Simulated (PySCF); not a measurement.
boroxine (B3H3O3), SMILES B1OBOBO1. Coordinates come from a PBE0-D3(BJ)/def2-SVP optimisation.

Computed equilibrium geometry at PBE0-D3(BJ)/def2-SVP (PySCF confirms it by a frequency run) as bond lengths and angles, and its point group:
point group D3h.
Atoms: B1 O2 B3 O4 B5 O6 H7 H8 H9. Bonded distances (Å): B1–O2 1.371, B1–O6 1.371, B1–H7 1.202, O2–B3 1.371, B3–O4 1.371, B3–H8 1.202, O4–B5 1.371, B5–O6 1.371, B5–H9 1.202. Angles (°): O2–B1–O6 119.4, O2–B1–H7 120.3, O6–B1–H7 120.3, B1–O2–B3 120.6, O2–B3–O4 119.4, O2–B3–H8 120.3, O4–B3–H8 120.3, B3–O4–B5 120.6, O4–B5–O6 119.4, O4–B5–H9 120.3, O6–B5–H9 120.3, B1–O6–B5 120.6.
Charge 0, spin multiplicity 1.
